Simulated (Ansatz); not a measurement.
Relaxation of Si₄₁H₄₆, a nanocrystal cut from hexagonal silicon with RKS PBE-D4/def2-SVP.

```sh
$ ansatz run in.yaml --threads 11 --pin off --events-out ev --progress --plain --max-ram 174080MiB --backend cuda --devices 0, --max-vram 75GiB
```

```yaml
crystal:
  periodic: [false, false, false]
  atoms:
    - {symbol: Si, position_ang: [-1.183120, -5.141360, -0.544090]}
    - {symbol: Si, position_ang: [-3.110850, -4.072930, 0.203200]}
    - {symbol: Si, position_ang: [-3.344400, -4.055030, 2.523910]}
    - {symbol: Si, position_ang: [-3.113210, -1.797410, -2.978820]}
    - {symbol: Si, position_ang: [-3.201880, -1.846970, -0.638260]}
    - {symbol: Si, position_ang: [-5.084690, -0.655710, 0.203250]}
    - {symbol: Si, position_ang: [-3.229830, -1.862350, 3.312430]}
    - {symbol: Si, position_ang: [-5.188060, -0.868300, 2.523260]}
    - {symbol: Si, position_ang: [-5.046440, 1.547930, -0.543430]}
    - {symbol: Si, position_ang: [2.749120, -5.147710, -0.599530]}
    - {symbol: Si, position_ang: [0.793900, -4.106500, 0.161300]}
    - {symbol: Si, position_ang: [0.933710, -3.992190, 2.502310]}
    - {symbol: Si, position_ang: [0.766380, -1.710100, -2.995030]}
    - {symbol: Si, position_ang: [-1.209360, -0.700540, -3.750060]}
    - {symbol: Si, position_ang: [0.755030, -1.824240, -0.625010]}
    - {symbol: Si, position_ang: [-1.225280, -0.706120, 0.193400]}
    - {symbol: Si, position_ang: [0.737010, -1.815090, 3.292130]}
    - {symbol: Si, position_ang: [-1.262970, -0.726050, 2.616780]}
    - {symbol: Si, position_ang: [-1.093550, 1.516900, -2.998000]}
    - {symbol: Si, position_ang: [-1.201540, 1.566610, -0.628250]}
    - {symbol: Si, position_ang: [-3.159590, 2.742610, 0.156800]}
    - {symbol: Si, position_ang: [-1.204040, 1.550520, 3.290330]}
    - {symbol: Si, position_ang: [-2.991170, 2.807120, 2.498180]}
    - {symbol: Si, position_ang: [-3.087530, 4.959120, -0.599410]}
    - {symbol: Si, position_ang: [4.657400, -4.059180, 0.120050]}
    - {symbol: Si, position_ang: [4.655370, -1.784080, -2.973220]}
    - {symbol: Si, position_ang: [2.746210, -0.719690, -3.771520]}
    - {symbol: Si, position_ang: [4.597070, -1.866130, -0.641770]}
    - {symbol: Si, position_ang: [2.719020, -0.678880, 0.187280]}
    - {symbol: Si, position_ang: [2.612310, -0.602880, 2.557890]}
    - {symbol: Si, position_ang: [2.620170, 1.509360, -3.048400]}
    - {symbol: Si, position_ang: [0.755800, 2.734100, -3.775000]}
    - {symbol: Si, position_ang: [2.730760, 1.575490, -0.676900]}
    - {symbol: Si, position_ang: [0.772660, 2.693870, 0.186070]}
    - {symbol: Si, position_ang: [2.787490, 1.609180, 3.316210]}
    - {symbol: Si, position_ang: [0.785450, 2.565590, 2.555720]}
    - {symbol: Si, position_ang: [0.790520, 4.920340, -2.977800]}
    - {symbol: Si, position_ang: [0.683610, 4.914150, -0.646130]}
    - {symbol: Si, position_ang: [-1.186060, 6.066360, 0.109200]}
    - {symbol: Si, position_ang: [4.618690, 2.662190, 0.182940]}
    - {symbol: Si, position_ang: [4.685390, 2.698990, 2.503370]}
    - {symbol: H, position_ang: [-1.197580, -6.577840, -0.221920]}
    - {symbol: H, position_ang: [-1.169170, -5.123010, -2.016310]}
    - {symbol: H, position_ang: [-4.289080, -4.796000, -0.329810]}
    - {symbol: H, position_ang: [-4.614410, -4.678660, 2.926150]}
    - {symbol: H, position_ang: [-2.352560, -4.929460, 3.162210]}
    - {symbol: H, position_ang: [-3.192650, -3.173300, -3.494250]}
    - {symbol: H, position_ang: [-4.342890, -1.175730, -3.494860]}
    - {symbol: H, position_ang: [-6.299050, -1.314780, -0.331420]}
    - {symbol: H, position_ang: [-3.227040, -1.860770, 4.792650]}
    - {symbol: H, position_ang: [-6.360890, -1.659600, 2.925900]}
    - {symbol: H, position_ang: [-5.451880, 0.426650, 3.163050]}
    - {symbol: H, position_ang: [-5.029270, 1.553420, -2.015710]}
    - {symbol: H, position_ang: [-6.295510, 2.254420, -0.214200]}
    - {symbol: H, position_ang: [2.767580, -6.585650, -0.286000]}
    - {symbol: H, position_ang: [2.726130, -5.120290, -2.074130]}
    - {symbol: H, position_ang: [-0.006010, -4.915680, 3.148100]}
    - {symbol: H, position_ang: [2.237130, -4.539020, 2.912650]}
    - {symbol: H, position_ang: [0.743810, -3.120730, -3.439400]}
    - {symbol: H, position_ang: [-1.203430, -0.697540, -5.230730]}
    - {symbol: H, position_ang: [0.741920, -1.809080, 4.772740]}
    - {symbol: H, position_ang: [-2.323680, 2.206400, -3.446490]}
    - {symbol: H, position_ang: [-1.197470, 1.552750, 4.770940]}
    - {symbol: H, position_ang: [-4.259960, 2.453360, 3.144890]}
    - {symbol: H, position_ang: [-2.813780, 4.208610, 2.910510]}
    - {symbol: H, position_ang: [-3.090940, 4.933340, -2.073890]}
    - {symbol: H, position_ang: [-4.320430, 5.692500, -0.269290]}
    - {symbol: H, position_ang: [5.904050, -4.771420, -0.203540]}
    - {symbol: H, position_ang: [4.649650, -4.047500, 1.592550]}
    - {symbol: H, position_ang: [4.736390, -3.155450, -3.503810]}
    - {symbol: H, position_ang: [5.879180, -1.155280, -3.488100]}
    - {symbol: H, position_ang: [2.728280, -0.728210, -5.252120]}
    - {symbol: H, position_ang: [5.782520, -1.127820, -0.147040]}
    - {symbol: H, position_ang: [3.824710, -1.327420, 3.005900]}
    - {symbol: H, position_ang: [3.829860, 2.205430, -3.534570]}
    - {symbol: H, position_ang: [0.741260, 2.722860, -5.254580]}
    - {symbol: H, position_ang: [2.797380, 1.615690, 4.795980]}
    - {symbol: H, position_ang: [0.765470, 3.978040, 3.002780]}
    - {symbol: H, position_ang: [-0.353490, 5.677950, -3.513780]}
    - {symbol: H, position_ang: [1.950430, 5.662600, -3.490850]}
    - {symbol: H, position_ang: [1.914040, 5.573740, -0.150760]}
    - {symbol: H, position_ang: [-1.179800, 6.064830, 1.581610]}
    - {symbol: H, position_ang: [-1.179450, 7.499860, -0.224400]}
    - {symbol: H, position_ang: [5.829780, 2.028070, -0.362040]}
    - {symbol: H, position_ang: [4.681170, 4.027830, -0.361910]}
    - {symbol: H, position_ang: [5.917210, 2.075070, 3.014580]}
    - {symbol: H, position_ang: [4.772970, 4.075830, 3.017350]}
basis:
  gaussian: {orbitals: def2-SVP, fitting: {mean_field: def2-universal-jkfit}}
hamiltonian: {xc: pbe, dispersion: d4}
scf: {lower_state_search: "off"}
output: {orbitals: {seedname: orbitals}}
relax: {f_tol: 0.03, max_steps: 70}
```

It took 24 s on 11 threads of AMD EPYC 7R13 on a shared host and a whole NVIDIA H100 80GB HBM3, peak host memory 1.7 GiB.

Positions (Å) and forces (eV/Å) at steps 1, 2 of 4:

```xyz
87
step=1 energy=-323486.8623 eV
Si   -1.183   -5.141   -0.544    0.242    0.339    0.091
Si   -3.111   -4.073    0.203    0.034    0.597   -0.093
Si   -3.344   -4.055    2.524    0.258    0.284   -0.102
Si   -3.113   -1.797   -2.979    0.134    0.079    0.411
Si   -3.202   -1.847   -0.638    0.541    0.310    0.529
Si   -5.085   -0.656    0.203    0.536   -0.272   -0.101
Si   -3.230   -1.862    3.312    0.363    0.215   -0.196
Si   -5.188   -0.868    2.523    0.382    0.079   -0.092
Si   -5.046    1.548   -0.543    0.414    0.046    0.091
Si    2.749   -5.148   -0.600   -0.281    0.205   -0.149
Si    0.794   -4.106    0.161   -0.042    0.699   -0.022
Si    0.934   -3.992    2.502   -0.023    0.174   -0.359
Si    0.766   -1.710   -2.995   -0.021   -0.079    0.387
Si   -1.209   -0.701   -3.750    0.408    0.242    0.258
Si    0.755   -1.824   -0.625    0.009    0.240    0.308
Si   -1.225   -0.706    0.193   -0.073   -0.043    0.025
Si    0.737   -1.815    3.292   -0.342    0.478   -0.210
Si   -1.263   -0.726    2.617    0.034    0.013   -0.694
Si   -1.094    1.517   -2.998   -0.088    0.025    0.378
Si   -1.202    1.567   -0.628    0.209   -0.106    0.315
Si   -3.160    2.743    0.157    0.591   -0.383   -0.024
Si   -1.204    1.551    3.290    0.250   -0.536   -0.209
Si   -2.991    2.807    2.498    0.140   -0.108   -0.360
Si   -3.088    4.959   -0.599    0.032   -0.354   -0.143
Si    4.657   -4.059    0.120   -0.270    0.217    0.154
Si    4.655   -1.784   -2.973   -0.377    0.012    0.215
Si    2.746   -0.720   -3.772   -0.436    0.257    0.235
Si    4.597   -1.866   -0.642   -0.319    0.337    0.140
Si    2.719   -0.679    0.187   -0.578    0.124   -0.258
Si    2.612   -0.603    2.558    0.047    0.040   -0.410
Si    2.620    1.509   -3.048    0.023    0.007    0.397
Si    0.756    2.734   -3.775    0.000   -0.503    0.259
Si    2.731    1.575   -0.677   -0.642   -0.370    0.217
Si    0.773    2.694    0.186   -0.183   -0.550   -0.274
Si    2.787    1.609    3.316   -0.382   -0.217   -0.274
Si    0.785    2.566    2.556    0.056    0.015   -0.399
Si    0.791    4.920   -2.978   -0.181   -0.328    0.212
Si    0.684    4.914   -0.646    0.129   -0.457    0.137
Si   -1.186    6.066    0.109    0.053   -0.341    0.151
Si    4.619    2.662    0.183   -0.283   -0.163   -0.238
Si    4.685    2.699    2.503   -0.344   -0.200   -0.076
H    -1.198   -6.578   -0.222   -0.011   -0.619    0.364
H    -1.169   -5.123   -2.016   -0.036    0.158   -0.716
H    -4.289   -4.796   -0.330   -0.390   -0.292   -0.262
H    -4.614   -4.679    2.926   -0.752   -0.112    0.064
H    -2.353   -4.929    3.162    0.626   -0.316    0.263
H    -3.193   -3.173   -3.494    0.167   -0.685   -0.232
H    -4.343   -1.176   -3.495   -0.509    0.488   -0.233
H    -6.299   -1.315   -0.331   -0.449   -0.192   -0.263
H    -3.227   -1.861    4.793   -0.040   -0.023    0.553
H    -6.361   -1.660    2.926   -0.472   -0.595    0.060
H    -5.452    0.427    3.163    0.038    0.701    0.262
H    -5.029    1.553   -2.016    0.115   -0.112   -0.716
H    -6.296    2.254   -0.214   -0.540    0.299    0.364
H     2.768   -6.586   -0.286   -0.015   -0.629    0.352
H     2.726   -5.120   -2.074   -0.008    0.134   -0.674
H    -0.006   -4.916    3.148   -0.634   -0.339    0.280
H     2.237   -4.539    2.913    0.742   -0.090    0.146
H     0.744   -3.121   -3.439    0.008   -0.589   -0.234
H    -1.203   -0.698   -5.231   -0.006   -0.005   -0.549
H     0.742   -1.809    4.773    0.041   -0.048    0.563
H    -2.324    2.206   -3.446   -0.499    0.293   -0.229
H    -1.197    1.553    4.771   -0.021    0.060    0.563
H    -4.260    2.453    3.145   -0.610   -0.381    0.277
H    -2.814    4.209    2.911    0.291    0.694    0.145
H    -3.091    4.933   -2.074    0.108   -0.074   -0.681
H    -4.320    5.692   -0.269   -0.546    0.299    0.358
H     5.904   -4.771   -0.204    0.522   -0.287   -0.414
H     4.650   -4.048    1.593   -0.106    0.099    0.698
H     4.736   -3.155   -3.504   -0.150   -0.670   -0.226
H     5.879   -1.155   -3.488    0.548    0.509   -0.138
H     2.728   -0.728   -5.252   -0.008   -0.007   -0.543
H     5.783   -1.128   -0.147    0.471    0.221    0.205
H     3.825   -1.327    3.006    0.417   -0.347    0.246
H     3.830    2.205   -3.535    0.532    0.306   -0.212
H     0.741    2.723   -5.255   -0.011   -0.006   -0.562
H     2.797    1.616    4.796   -0.032   -0.017    0.552
H     0.765    3.978    3.003   -0.092    0.537    0.246
H    -0.353    5.678   -3.514   -0.649    0.202   -0.224
H     1.950    5.663   -3.491    0.708    0.215   -0.133
H     1.914    5.574   -0.151    0.430    0.299    0.208
H    -1.180    6.065    1.582    0.034   -0.139    0.703
H    -1.179    7.500   -0.224    0.014    0.593   -0.417
H     5.830    2.028   -0.362    0.550   -0.448   -0.175
H     4.681    4.028   -0.362   -0.111    0.702   -0.175
H     5.917    2.075    3.015    0.488   -0.483    0.155
H     4.773    4.076    3.017   -0.170    0.668    0.157
87
step=2 energy=-323488.0796 eV
Si   -1.155   -5.074   -0.607   -0.027    0.124    0.231
Si   -3.099   -4.013    0.175    0.170    0.139   -0.053
Si   -3.257   -4.014    2.533   -0.081    0.093   -0.074
Si   -3.074   -1.774   -2.990    0.118    0.065   -0.055
Si   -3.104   -1.791   -0.632   -0.090   -0.050    0.120
Si   -5.026   -0.676    0.174    0.206    0.078   -0.052
Si   -3.153   -1.818    3.371    0.085    0.051   -0.273
Si   -5.107   -0.813    2.532    0.042   -0.117   -0.073
Si   -4.974    1.540   -0.606    0.098   -0.086    0.229
Si    2.687   -5.093   -0.668   -0.060    0.203    0.185
Si    0.782   -3.996    0.178   -0.059    0.061   -0.070
Si    0.946   -3.954    2.537   -0.080    0.064   -0.024
Si    0.738   -1.834   -3.009   -0.003    0.529    0.126
Si   -1.160   -0.671   -3.796   -0.129   -0.073    0.220
Si    0.729   -1.775   -0.636    0.078   -0.141    0.104
Si   -1.194   -0.688    0.203   -0.024   -0.014   -0.136
Si    0.731   -1.769    3.368    0.027    0.013   -0.293
Si   -1.225   -0.705    2.572    0.138    0.079    0.171
Si   -1.216    1.555   -3.011    0.457   -0.268    0.126
Si   -1.172    1.520   -0.638   -0.084    0.137    0.103
Si   -3.069    2.677    0.175    0.023   -0.080   -0.070
Si   -1.167    1.521    3.367    0.027    0.018   -0.292
Si   -2.951    2.799    2.533    0.013   -0.104   -0.025
Si   -3.071    4.877   -0.668    0.148   -0.156    0.186
Si    4.567   -3.972    0.192    0.046    0.026   -0.213
Si    4.554   -1.750   -2.947   -0.053    0.041   -0.023
Si    2.642   -0.687   -3.809    0.113    0.004    0.268
Si    4.575   -1.755   -0.583   -0.284   -0.060   -0.066
Si    2.631   -0.663    0.203    0.187    0.033   -0.130
Si    2.669   -0.677    2.575   -0.394    0.192   -0.057
Si    2.694    1.551   -3.055   -0.579   -0.336    0.156
Si    0.732    2.627   -3.811    0.056    0.099    0.273
Si    2.652    1.530   -0.683   -0.012   -0.008    0.156
Si    0.743    2.611    0.201    0.122    0.148   -0.132
Si    2.682    1.549    3.352    0.055    0.033   -0.290
Si    0.750    2.652    2.573   -0.031   -0.439   -0.054
Si    0.769    4.815   -2.952    0.011   -0.063   -0.023
Si    0.768    4.840   -0.587   -0.197   -0.219   -0.068
Si   -1.155    5.945    0.181    0.046    0.025   -0.212
Si    4.579    2.639    0.090   -0.223   -0.128    0.130
Si    4.571    2.633    2.452   -0.064   -0.036    0.092
H    -1.175   -6.515   -0.179    0.045   -0.113    0.014
H    -1.172   -5.023   -2.106    0.045    0.003   -0.167
H    -4.266   -4.768   -0.401   -0.152    0.008   -0.019
H    -4.611   -4.568    2.881   -0.091   -0.041    0.056
H    -2.217   -4.879    3.170    0.074   -0.131    0.037
H    -3.073   -3.177   -3.522   -0.050   -0.157   -0.009
H    -4.288   -1.069   -3.523   -0.161    0.037   -0.008
H    -6.264   -1.308   -0.403   -0.070   -0.136   -0.019
H    -3.191   -1.840    4.873    0.063    0.036    0.129
H    -6.263   -1.711    2.879   -0.081   -0.058    0.057
H    -5.340    0.519    3.169   -0.077    0.130    0.037
H    -4.944    1.500   -2.105    0.025    0.039   -0.167
H    -6.229    2.243   -0.172   -0.076    0.096    0.015
H     2.699   -6.535   -0.248   -0.034   -0.096    0.035
H     2.680   -5.041   -2.168    0.034    0.032   -0.123
H    -0.071   -4.849    3.175   -0.051   -0.163    0.022
H     2.308   -4.444    2.939    0.126   -0.071    0.017
H     0.732   -3.257   -3.493   -0.006   -0.089   -0.037
H    -1.167   -0.677   -5.298    0.015    0.009   -0.159
H     0.760   -1.802    4.871   -0.052    0.036    0.136
H    -2.450    2.262   -3.498   -0.078    0.040   -0.035
H    -1.182    1.565    4.869    0.006   -0.064    0.136
H    -4.234    2.364    3.171   -0.167    0.037    0.022
H    -2.697    4.224    2.935    0.002    0.146    0.017
H    -3.044    4.851   -2.168    0.045    0.013   -0.124
H    -4.310    5.608   -0.232   -0.101    0.019    0.034
H     5.813   -4.681   -0.266    0.107   -0.016    0.013
H     4.554   -3.948    1.690   -0.043   -0.077    0.147
H     4.581   -3.148   -3.492    0.070   -0.173    0.011
H     5.785   -1.036   -3.423    0.139    0.058   -0.085
H     2.644   -0.704   -5.311    0.007   -0.031   -0.151
H     5.807   -1.056   -0.077    0.058    0.101    0.026
H     3.863   -1.445    3.076    0.117    0.007   -0.014
H     3.923    2.259   -3.550    0.087    0.052   -0.030
H     0.719    2.636   -5.313   -0.024    0.022   -0.158
H     2.690    1.555    4.853    0.044    0.025    0.154
H     0.682    4.071    3.073    0.064    0.098   -0.014
H    -0.426    5.539   -3.501   -0.113    0.145    0.011
H     2.005    5.521   -3.424    0.117    0.090   -0.085
H     1.988    5.559   -0.080    0.118    0.000    0.027
H    -1.140    5.931    1.680   -0.088    0.002    0.148
H    -1.146    7.375   -0.286    0.040    0.103    0.013
H     5.811    1.946   -0.413    0.097   -0.072   -0.061
H     4.599    4.053   -0.412   -0.014    0.120   -0.060
H     5.801    1.934    2.953    0.149   -0.040    0.048
H     4.592    4.047    2.955    0.041    0.149    0.048
```

Single mean-field runs in def2-SVP are fitted with def2-universal-jkfit.
